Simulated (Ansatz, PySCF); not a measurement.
Al2 (SMILES [Al][Al]), triplet, geometry from GFN2-xTB (such geometries of metal compounds can be far from the true shape). Base run: MP2/cc-pVDZ (PySCF).

The PySCF input:
```python
from pyscf import gto, scf, mp

mol = gto.Mole()
mol.atom = '''
    Al   -0.000000   -0.000000   -1.252830
    Al    0.000000    0.000000    1.252830
'''
mol.basis = 'cc-pvdz'
mol.charge = 0
mol.spin = 2
mol.verbose = 4
mol.build()

mf = scf.UHF(mol)
mf.kernel()

pt = mp.MP2(mf)
pt.kernel()
print('E(MP2) = %.10f' % pt.e_tot)
```

The same geometry, method and basis name were run in Ansatz (a first-principles code) and PySCF, at each program's defaults and at the settings that a row names. The base is PySCF at its defaults. Differences at the defaults can come from grids, fitting, cores and function types together. The rows with settings made alike still differ; the cause (another SCF solution, basis table, core potential or functional code) wasn't traced.

```
code and settings                                                                 ΔE vs base (mEh)  basis functions      E (Eh)  SCF cycles
--------------------------------------------------------------------------------  ----------------  ---------------  ----------  ----------
PySCF, defaults (exact integrals, spherical functions, all electrons correlated)             0.000               36  -483.85964          10
Ansatz, defaults (factorised integrals, spherical functions, frozen core)                   13.274               36  -483.84636           -
PySCF, frozen core                                                                           9.917               36  -483.84972          10
Ansatz, high accuracy, frozen core                                                          13.273               36  -483.84636           -
```

Open shells are given as the SCF converged; they aren't shown to be the lowest states, and a large step between rows can be another state.
